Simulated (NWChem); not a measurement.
Molecule: SbHOCl$_{2}$; SMILES [OH][Sb]([Cl])[Cl]

```xyz
5

Sb     0.4479    -0.3189     0.0000
Cl    -1.1059     0.0540     1.7935
Cl    -1.1059     0.0540    -1.7935
O      1.3387     1.4638     0.0000
H      0.6830     2.1919     0.0000
```
Atoms are numbered in this order, from 1.

Program: NWChem. The geometry was optimised at PBE-D3(BJ)/def2-SVP. def2 effective core potentials on Sb; no spin-orbit coupling. Static field.

```
level                   isotropic polarisability (bohr³)  anisotropy (bohr³)
----------------------  --------------------------------  ------------------
PBE/def2-SVPD                                       78.1                21.5
B3LYP/def2-SVPD                                        …                   …
Hartree-Fock/def2-SVPD                              70.9                19.5
```

Q: What belongs in the gaps?

A: 
- B3LYP/def2-SVPD, isotropic polarisability (bohr³): 76.0
- B3LYP/def2-SVPD, anisotropy (bohr³): 20.9
